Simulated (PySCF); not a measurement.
BH₃OSe₂.

```xyz
7

B      0.6785     0.0017     0.0000
O      2.0264     0.0852     0.0000
H      2.4879    -0.7586     0.0000
Se    -0.3553    -1.6653     0.0000
H      0.8087    -2.5689     0.0000
Se    -0.2707     1.7100     0.0000
H     -1.6150     1.1159     0.0000
```

Geometry: PBE0-D3(BJ)/def2-SVP. This is a generated structure with no PubChem entry under its InChIKey; it may be hypothetical. The values are those of a single conformer.

The numbers are results of PBE/pcSseg-1 in PySCF, not measurements. Non-relativistic, no solvent.

Computed absolute GIAO shielding of each atom: isotropic value and principal components (ppm):
```json
[
 {"atom": "B1", "σ(iso)": "44.3", "σ11": "7.9", "σ22": "39.1", "σ33": "85.8", "span": "77.9"},
 {"atom": "O2", "σ(iso)": "141.8", "σ11": "19.9", "σ22": "167.6", "σ33": "237.9", "span": "218.1"},
 {"atom": "H3", "σ(iso)": "26.4", "σ11": "21.2", "σ22": "24.5", "σ33": "33.5", "span": "12.3"},
 {"atom": "Se4", "σ(iso)": "1797.2", "σ11": "1479.2", "σ22": "1600.2", "σ33": "2312.4", "span": "833.2"},
 {"atom": "H5", "σ(iso)": "29.7", "σ11": "21.4", "σ22": "24.8", "σ33": "42.7", "span": "21.3"},
 {"atom": "Se6", "σ(iso)": "1814.8", "σ11": "1569.3", "σ22": "1821.4", "σ33": "2053.8", "span": "484.6"},
 {"atom": "H7", "σ(iso)": "29.7", "σ11": "20.1", "σ22": "28.5", "σ33": "40.5", "span": "20.4"}
]
```
